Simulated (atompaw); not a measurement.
molybdenum (Mo): PAW (atompaw) pseudisation with LDA (PW92), scalar-relativistic reference atom.

The input file (atompaw 4.2.0.5):

```
Mo 42
LDA-PW scalarrelativistic loggrid 1500 logderivrange -7 5 301
5 5 4 0 0 0
5 0 0.5
5 1 0.5
4 2 5
0 0 0
c
c
c
v
v
c
c
v
v
c
v
2
1.90 1.45 1.75 1.30
n
n
y
1.65
n
bloechl besselshape
bessel
PWSCFOUT
UPFDX 0.0125d0 UPFXMIN -7.d0 UPFZMESH 42.d0
END
```

Command:

```bash
atompaw < Mo.input > Mo.log
```

Output (summary file):

```
[... start of the log left out ...]

 Radial integration grid is logarithmic
 r0 =   2.0453037E-04 h =   8.5902757E-03   n =      1500 rmax =   8.0000000E+01

 Scalar relativistic calculation

 SCatom converged in   4 iterations
   nz     =  42.00
   delta  =       3.229626915406E-16

 Valence Electron Orbital energies:
  n  l      occupancy      energy
   4  0      2.0000000E+00 -4.7866309E+00
   5  0      5.0000000E-01 -3.5314883E-01
   4  1      6.0000000E+00 -2.8881705E+00
   5  1      5.0000000E-01 -1.1512895E-01
   4  2      5.0000000E+00 -3.3748463E-01

 Total energy
   Total                    :    -8088.72125276533006
   Valence                  :     -354.47642912430922

 PAW parameters:
       lmax =            2
         rc =    1.9062767211501774
        irc =         1065
   rc_shape =    1.4605611252373729
    rc_vloc =    1.7644356134583645
    rc_core =    1.3062109809593223

iter nodes cp cpmin cpmax 999 1 9.4148032E+00 9.3738123E+00 1.0000000E+02
iter nodes del 999 1 -8.2843264105729730
bsolv iter cp 1000 9.4976802471065209
iter nodes cp cpmin cpmax 1000 1 9.4976802E+00 9.3738123E+00 1.0000000E+02
iter nodes del 1000 1 -7.2304144336513572
terminating projector 1000
```

The run stopped because the iteration for the Blöchl projector did not settle.

The run took about 2.8 s on one core of a shared server CPU.
